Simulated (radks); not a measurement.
Isoelectronic series with 20 electrons, all held in the configuration [Ar] 4s2, which need not be the ground one along the series. Calculated with a radial shooting solver on a logarithmic mesh with Libxc functionals: Dirac Kohn-Sham, PBE, spin-unpolarised, spherical densities, finite nucleus; Fermi nuclear charge, rms radius of each element as measured or else 0.836 A^(1/3) + 0.57 fm. Total energies (hartree) and mean radii <r> (bohr):

Ca: E (hartree) -680.32856; 4s1/2 4.020; 3p3/2 1.274; 3p1/2 1.266
Mn5+: E (hartree) -1149.33872; 4s1/2 1.892; 3p3/2 0.8222; 3p1/2 0.8158
Zn10+: E (hartree) -1748.73224; 4s1/2 1.313; 3p3/2 0.6124; 3p1/2 0.6060
Br15+: E (hartree) -2480.49622; 4s1/2 1.013; 3p3/2 0.4890; 3p1/2 0.4823
Zr20+: E (hartree) -3347.40062; 4s1/2 0.8265; 3p3/2 0.4072; 3p1/2 0.4000
Rh25+: E (hartree) -4352.89493; 4s1/2 0.6976; 3p3/2 0.3488; 3p1/2 0.3410
Sn30+: E (hartree) -5501.17118; 4s1/2 0.6028; 3p3/2 0.3049; 3p1/2 0.2965
Cs35+: E (hartree) -6797.2488; 4s1/2 0.5298; 3p3/2 0.2706; 3p1/2 0.2616
Nd40+: E (hartree) -8247.1222; 4s1/2 0.4717; 3p3/2 0.2431; 3p1/2 0.2334
Tb45+: E (hartree) -9857.9106; 4s1/2 0.4242; 3p3/2 0.2206; 3p1/2 0.2101
